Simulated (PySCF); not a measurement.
C2H4N2OSi, SMILES N(/C#N)=C\O[SiH3]. Atoms are numbered in the order given.

```xyz
10

N     -0.4037     3.3260     0.0000
C     -0.2295     2.1593     0.0000
N     -0.1586     0.8301     0.0000
C      0.9637     0.1859     0.0000
O      0.9826    -1.1341     0.0000
Si    -0.5442    -1.9989     0.0000
H      1.9704     0.6541     0.0000
H     -1.3025    -1.6703    -1.2463
H     -1.3025    -1.6703     1.2463
H     -0.0777    -3.4191     0.0000
```

Geometry optimised at PBE-D3(BJ)/def2-SVP. The structure was generated by enumeration; whether it is a known compound was not checked. Other conformers were not sampled.

Calculation: PySCF 2.14.0 with TDDFT-PBE/def2-SVPD.

Vertical excitations. Isolated molecule, no solvent. State labels are in the subgroup Cs.

```csv
state,symmetry,energy (eV),λ (nm),f,main pairs
S1,A",4.36,285,0.000,HOMO→LUMO 100 %
S2,A',5.27,235,0.129,"HOMO−1→LUMO 79 %, HOMO→LUMO+1 14 %"
S3,A",5.75,215,0.000,HOMO−1→LUMO+1 100 %
S4,A",5.78,215,0.003,HOMO−2→LUMO 99 %
S5,A',5.82,213,0.128,HOMO→LUMO+1 83 %
S6,A",6.18,201,0.001,HOMO−3→LUMO 99 %
S7,A',6.39,194,0.027,HOMO−4→LUMO 94 %
S8,A',6.63,187,0.013,"HOMO→LUMO+2 84 %, HOMO→LUMO+3 15 %"
S9,A",6.69,185,0.000,HOMO−1→LUMO+2 97 %
S10,A",6.79,182,0.001,"HOMO−1→LUMO+3 80 %, HOMO−5→LUMO 18 %"
T1,A',3.74,331,0,HOMO−1→LUMO 98 %
T2,A",4.02,308,0,HOMO→LUMO 99 %
T3,A",5.37,231,0,HOMO−2→LUMO 99 %
T4,A',5.57,223,0,HOMO→LUMO+1 95 %
```
Triplets are in the Tamm–Dancoff approximation, which puts them higher than full response would, so one can lie above its singlet here.
